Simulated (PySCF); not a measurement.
BiH5, SMILES [BiH5].

Geometry: B3LYP-D3(BJ)/def2-TZVP. The def2 effective core potentials stand for the cores of Bi; spin–orbit coupling is left out.

Computed with PBE/def2-TZVPD run with PySCF.

Gas-phase values at a fixed geometry.

```json
{
  "total_energy": "-217.47414 hartree",
  "point_group": "D3h",
  "highest_occupied_level": "-5.23 eV",
  "lowest_empty_level": "-2.83 eV",
  "orbital_gap": "2.40 eV",
  "dipole_moment": "0.00 D",
  "quadrupole, principal values (traceless, Buckingham form, about the centre of nuclear charge)": "-4.86, 2.43, 2.43 D·Å",
  "mean_static_polarisability": "61.6 bohr³ (9.13 Å³)",
  "polarisability_principal_values": "57.5, 57.5, 69.7 bohr³"
}
```
